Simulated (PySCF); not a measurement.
**Two-component Hartree-Fock for Bi⁵³⁺ (bismuth, charge +53)**

Start: [Ar] 3d10 4s2. Calculated with PySCF 2.14 in an even-tempered Gaussian basis (18 s from 3.6 bohr⁻², ratio 2.6; 15 p from 4.6 bohr⁻², ratio 2.6; 10 d from 4.6 bohr⁻², ratio 2.6; 6 f from 4.7 bohr⁻², ratio 2.8): generalised Hartree-Fock with the X2C-1e Hamiltonian and a Gaussian nucleus; spin-orbit coupling (SO) screened by Boettger's factors.

```csv
spinor shell,electrons,"ε, screened SO (eV)",weight of nominal j (screened SO),"rms radius, screened SO (bohr)"
1s1/2,2,-94019.6,1.000,0.0178
2s1/2,2,-19457.0,1.000,0.0716
2p1/2,2,-18796.7,1.000,0.0605
2p3/2,4,-16461.9,1.000,0.0689
3s1/2,2,-6847.2,1.000,0.180
3p1/2,2,-6555.2,1.000,0.171
3p3/2,4,-6001.4,1.000,0.187
3d3/2,4,-5549.1,1.000,0.162
3d5/2,6,-5430.9,1.000,0.166
4s1/2,2,-3326.6,1.000,0.358
```

```
   quantity   screened SO
E (hartree)  -19385.70870
        M_J             0
       ⟨J²⟩         0.000
       ⟨L²⟩         0.104
       ⟨S²⟩         0.104
```

Breit and QED terms are absent; they matter most for the inner s and p1/2 levels.

Densities and radii are taken from the X2C orbitals without a picture-change correction, which distorts them close to the nucleus.
